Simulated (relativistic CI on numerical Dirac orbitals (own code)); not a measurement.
**Hyperfine structure of Hf XXVIII, mass number 179**

Method of calculation: Dirac-Coulomb-Breit CI, separate exchange-only KLI orbitals for each configuration, model QED, unscaled Slater integrals (own radial code, finite nucleus).

CI space (outside the closed core [Ar] 3d10): 4s2 4p6 4d9, 4s2 4p5 4d10, 4s2 4p6 4d8 4f, 4s 4p6 4d10, 4s2 4p5 4d9 4f, 4s 4p6 4d9 4f, 4s2 4p6 4d8 5s, 4s2 4p6 4d8 5p, 4s2 4p6 4d7 4f 5s, 4s2 4p6 4d8 5d, 4s2 4p5 4d9 5s, 4s2 4p6 4d7 5s2, 4s2 4p6 4d6 4f 5s2, 4s2 4p5 4d7 4f 5s2, 4s 4p6 4d7 4f 5s2. Double excitations out of closed p, d and f shells are left out; levels of such configurations are missing from the list, as are those of other unlisted configurations, and high levels can miss mixing partners.

Nuclear spin I = 9/2, μ = -0.6389 μN, Q = 3.79 b (tables of Stone and Pyykkö). The electronic factors are computed for point nuclear moments, without core polarisation or the Bohr-Weisskopf and QED corrections.

```json
{"Level": "4s2 4p6 4d9 2D_5/2", "E (eV)": "0.000", "A (MHz)": "-1171", "B (MHz)": "-65600"}
{"Level": "4s2 4p6 4d9 2D_3/2", "E (eV)": "14.051", "A (MHz)": "-2969", "B (MHz)": "-53900"}
{"Level": "4s2 4p5 4d10 2P°_3/2", "E (eV)": "169.580", "A (MHz)": "-5181", "B (MHz)": "-260000"}
{"Level": "4s2 4p6 4d8 4f 4F°_7/2", "E (eV)": "181.745", "A (MHz)": "-876.9", "B (MHz)": "-43200"}
{"Level": "4s2 4p6 4d8 4f 4F°_9/2", "E (eV)": "184.166", "A (MHz)": "-750.7", "B (MHz)": "-35200"}
{"Level": "4s2 4p6 4d8 4f 4I°_15/2", "E (eV)": "186.438", "A (MHz)": "-756.3", "B (MHz)": "-26700"}
```

Levels with J = 0, under 50 % of one LS term, or S terms without an open s electron are left out. Small factors come from cancelling terms and can be off by tens of per cent or more.

At this charge energies of transitions that change n are usually good to better than 1 %, and those within a shell (Δn = 0) to a few per cent.

(1) Give the hyperfine levels of 4s2 4p6 4d9 2D_5/2 relative to its centre of gravity.

Answers

(1) With K = F(F + 1) − I(I + 1) − J(J + 1), E = AK/2 + B[¾K(K + 1) − I(I + 1)J(J + 1)]/[2I(2I − 1)J(2J − 1)]: F = 2: -13970, F = 3: 2196, F = 4: 16100, F = 5: 21190, F = 6: 9240, F = 7: -29570 MHz.

LS names give the leading component of a level, which can be under half, so a name can repeat, a term be missing and a line seem to break the LS rules.
